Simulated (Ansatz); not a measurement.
Ideal-gas functions of ClH3S2Si (`S[SiH](S)Cl`) at 400 K and 1 bar, from an Ansatz frequency run at PBE0-D4/def2-TZVP.

Molar mass 130.7 g/mol, point group C1 (symmetry number 1), electronic degeneracy 1, moments of inertia 204.471, 227.497, 400.782 u Å². Harmonic wavenumbers (cm⁻¹, unscaled): 137, 148, 186, 204, 227, 460, 561, 568, 683, 772, 801, 822, 2257, 2706, 2709.

Use S(trans) = R[1.5 ln M + 2.5 ln T − 1.1517]; rotational temperatures θ = 24.2544 K / I; S(rot) = R[ln(√π/σ · √(T³/θAθBθC)) + 1.5]; for each mode x = 1.438777 ν̃/T, S = R[x/(eˣ − 1) − ln(1 − e⁻ˣ)] and H = RT x/(eˣ − 1); 1 cm⁻¹ = 0.0119627 kJ/mol; R = 8.31446 J/(mol·K).

Q: By hand: the entropy, in J/(mol·K).

A: Translation 175.7. Rotation: θ = 0.1186, 0.1066, 0.0605 K, giving 121.8. Vibration, mode by mode: 14.28, 13.65, 11.81, 11.07, 10.23, 5.02, 3.76, 3.68, 2.66, 2.07, 1.90, 1.79, 0.02, 0.01, 0.01, in all 82.0. Electronic 0.0. Sum 379.5 J/(mol·K).

Q: By hand: H − E and G − E in kJ/mol, counted from the electronic energy.

A: Zero-point energy ½ × 13241 × 0.0119627 = 79.2; thermal vibration 17.7; translation, rotation and pV give 4 RT = 13.3. H − E = 110.2 kJ/mol, and G − E = 110.2 − 400 × 379.5/1000 = -41.6 kJ/mol.

Vibration gives 22 % of the entropy, 27.9 J/(mol·K) of it from the modes under 150 cm⁻¹: soft modes count most, and the harmonic formula is weakest for them. The sum counts one conformer and one mirror image; others add a mixing term.
